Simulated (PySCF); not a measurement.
Telling isomers of C5H4FN apart by NMR

[PySCF 2.14.0 with density-fitted response routines: σ from GIAO-PBE0/pcSseg-1; J: B3LYP/pcJ-1 (spin–dipole term left out of most H,H and C,H couplings); PBE0-D3(BJ)/def2-SVP geometry; averaged over atoms made equivalent by symmetry, fast rotation or ring inversion; a single conformation; non-relativistic Hamiltonian; in vacuum]

Scale: TMS for ¹H (31.27 ppm), ¹³C (184.41 ppm) (reference shieldings calculated alike). Multiplet labels drop J under 1 Hz and among equivalent protons, and merge close values. Unscaled 3J(H,H) run several per cent high. One-bond C–F couplings are unscaled and too large by tens of Hz. Shifts are as computed. Against solution values, carbons near 30 ppm lie about +2 ppm off and those near 130 ppm about +5 ppm. Of 1211 compounds with measured shifts, 218 miss one by over three times the rms of a fit or turn the order of signals round; such compounds aren't used in these exercises.

(1) Tabulate the signals of `Fc1ccncc1`, `Fc1ccccn1` and their relative energies.

(2) What is the quickest way to tell Fc1ccncc1 from Fc1ccccn1?

Answers

(1) 
| SMILES | carbon types | δC | δH | E rel. (kcal/mol) |
| --- | --- | --- | --- | --- |
| Fc1ccncc1 | 1×C 4×CH | 176.2, 158.1, 116.0 | 8.75 (dd, 2H), 6.97 (dd, 2H) | 5.0 |
| Fc1ccccn1 | 1×C 4×CH | 170.6, 154.6, 145.8, 125.3, 114.0 | 8.42 (ddd, 1H), 7.80 (m, 1H), 7.09 (ddd, 1H), 6.84 (dd, 1H) | 0.0 |

Energies are electronic energies at PBE0/pcSseg-1 on these geometries, without zero-point or thermal terms, each for the one conformer computed, which needn't be the lowest.

(2) Count the carbon signals: 3 against 5. The first has an aromatic carbon bearing fluorine (C) at 176.2 ppm, the second an aromatic CH at 145.8 ppm. Their most deshielded carbons lie at 176.2 and 170.6 ppm.
